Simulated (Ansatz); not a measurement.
`[F][Ge]([F])([SH])[Cl]` + `[SiH3]C1BO1` → `[F][Ge]([F])([SiH3])[Cl]` + `SC1BO1`  (redistribution)

Program: Ansatz. Geometries: PBE0-D4/def2-TZVP. ΔE: electronic, gas phase. CCSD(T)/CBS is the MP2 limit (def2-TZVPP, def2-QZVPP) plus CCSD(T) − MP2 in def2-TZVPP, frozen cores. DFT in def2-TZVPP. B3LYP here is the variant with VWN-RPA as its local correlation; programs differ in this. HSE06 is defined as in plane-wave codes. For Ge outer-core shells are correlated without core-valence functions, which leaves a few kJ/mol of doubt a bond. Scalar relativity is left out up to krypton. One conformer a species, not always the lowest.

```
             level  ΔE (kJ/mol)  difference from CCSD(T)/CBS
       LDA (SPW92)         35.3                        -17.2
            PBE-D4         37.2                        -15.3
           BLYP-D4         40.0                        -12.5
         r2SCAN-D4         49.3                         -3.2
            B97M-V         54.5                          2.0
           PBE0-D4         45.5                         -7.0
          B3LYP-D4         46.1                         -6.4
        r2SCANh-D4         51.0                         -1.5
        r2SCAN0-D4         53.4                          0.9
          HSE06-D4         45.5                         -7.0
          BHLYP-D4         54.6                          2.1
      CAM-B3LYP-D4         48.9                         -3.6
           ωB97X-V         50.4                         -2.1
           ωB97M-V         53.2                          0.7
            B2PLYP         51.0                         -1.5
          PBE-QIDH         54.7                          2.2
               PBE         36.4                        -16.1
            revPBE         36.6                        -15.9
              BLYP         38.0                        -14.5
            r2SCAN         49.2                         -3.3
             B3LYP         44.7                         -7.8
           r2SCANh         50.9                         -1.6
           r2SCAN0         53.2                          0.7
             HSE06         45.0                         -7.5
             BHLYP         53.8                          1.3
         CAM-B3LYP         48.3                         -4.2
           LC-ωPBE         49.3                         -3.2
RPA@PBE/def2-TZVPP         54.2                          1.7
       HF/def2-SVP         66.6                         14.1
      MP2/def2-SVP         63.0                         10.5
     CCSD/def2-SVP         59.6                          7.1
  CCSD(T)/def2-SVP         58.1                          5.6
     HF/def2-TZVPP         64.9                         12.4
   CCSD/def2-TZVPP         57.6                          5.1
     HF/def2-QZVPP         64.6                         12.1
    MP2/def2-QZVPP         57.8                          5.3
SCS-MP2/def2-QZVPP         57.6                          5.1
      HF/CBS(def2)         64.6                         12.1
     MP2/CBS(def2)         56.3                          3.8
    CCSD/CBS(def2)         53.9                          1.4
       CCSD(T)/CBS         52.5                            0
```

(1) What do rigid-rotor, harmonic-oscillator terms from PBE0-D4/def2-TZVP frequencies (298.15 K, 1 bar) make of the CCSD(T)/CBS value? (Best estimate.)

Largest T1 diagnostic among the species: 0.016.

Results:

(1) Ansatz gave: ΔZPE = +0.8 kJ/mol, ΔH = +53.2 kJ/mol, ΔS = 0 J/(mol·K), ΔG = +53.1 kJ/mol.

Leaving LDA and LC-ωPBE aside and taking each functional with its dispersion term where it has one, the values spread over 17.5 kJ/mol, from PBE-D4 to PBE-QIDH. In def2-TZVPP, CCSD(T) changes the Hartree–Fock value by −8.8 kJ/mol (the triples alone add −1.4 kJ/mol) and MP2 by −4.9 kJ/mol.
